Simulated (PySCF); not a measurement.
ScCl₃, SMILES [Cl][Sc]([Cl])[Cl].

The structure is a stationary point at ωB97X-D3(BJ)/def2-SVP. The isomer is the one that the SMILES or the coordinates give; other isomers of the formula were not compared.

The numbers are results of TDDFT-CAM-B3LYP/def2-SVPD (PySCF), not measurements.

Vertical excitations; the highest root listed may be one member of a degenerate set. The molecule is in vacuum. State labels are in the subgroup C2v.

```
state  symmetry  energy (eV)  λ (nm)      f                    main pairs
-----  --------  -----------  ------  -----  ----------------------------
S1           B1         4.66     266  0.000                HOMO→LUMO 99 %
S2           A2         5.14     241  0.000  HOMO−5→LUMO (degenerate set)
S3           B2         5.14     241  0.000  HOMO−4→LUMO (degenerate set)
S4           B1         5.16     240  0.004  HOMO−2→LUMO (degenerate set)
S5           A1         5.16     240  0.004  HOMO−3→LUMO (degenerate set)
S6           B2         5.17     240  0.034              HOMO−1→LUMO 98 %
S7           A2         5.23     237  0.000  HOMO→LUMO+1 (degenerate set)
S8           B2         5.23     237  0.000  HOMO→LUMO+2 (degenerate set)
S9           B1         5.60     222  0.002  HOMO−6→LUMO (degenerate set)
S10          A1         5.60     222  0.002  HOMO−7→LUMO (degenerate set)
T1           B1         4.65     267      0                HOMO→LUMO 99 %
T2           A2         5.03     246      0  HOMO−5→LUMO (degenerate set)
T3           B2         5.03     246      0  HOMO−4→LUMO (degenerate set)
T4           B2         5.05     246      0              HOMO−1→LUMO 98 %
```
Triplets are in the Tamm–Dancoff approximation, which puts them higher than full response would, so one can lie above its singlet here.
